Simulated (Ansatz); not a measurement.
Coupled-cluster diagnostics for MoN(NH2)3 (MoN4H6), Ansatz.

Geometry of the singlet (PBE-D4/def2-SVP):

```xyz
11

Mo   -0.0774    0.3311   -0.0160
N    -0.4540    1.9345   -0.0927
N     0.3530   -0.1682   -1.8603
H     0.3348    0.4651   -2.6641
H     0.6306   -1.1082   -2.1629
N    -1.6963   -0.5263    0.6771
H    -1.7992   -1.5326    0.8470
H    -2.5632   -0.0412    0.9234
N     1.4510    0.2366    1.2050
H     1.9332   -0.6280    1.4737
H     1.8875    1.0374    1.6696
```

In the def2 sets Mo takes a core potential; there is no spin–orbit coupling. Correlated methods freeze 4 core orbitals; core or outer-core shells of Mo are correlated, in sets that lack core-valence functions.

**Question.** Estimate the CCSD(T) correlation energy, the shares of MP2 and (T), T1 and the reference's ⟨S²⟩ for: charge 0, singlet, own geometry in def2-TZVP; and the rough time on 2 threads of Intel Xeon 6975P-C on a shared host.

**Answer.** 
| state | basis | correlation (eV) | MP2 share (%) | (T) share (%) | T1 | ⟨S²⟩ (pure) | wall time | remarks |
| --- | --- | --- | --- | --- | --- | --- | --- | --- |
| charge 0, singlet, own geometry | def2-TZVP | -38.224 | 99.8 | 5.4 | 0.020 | 0.00 (0.00) | 67 s | restricted SCF unstable |
Customary marks for T1 are 0.02 (closed shells), 0.045 (open shells) and about 0.05 (3d metals). T1 stays under 0.02 throughout.
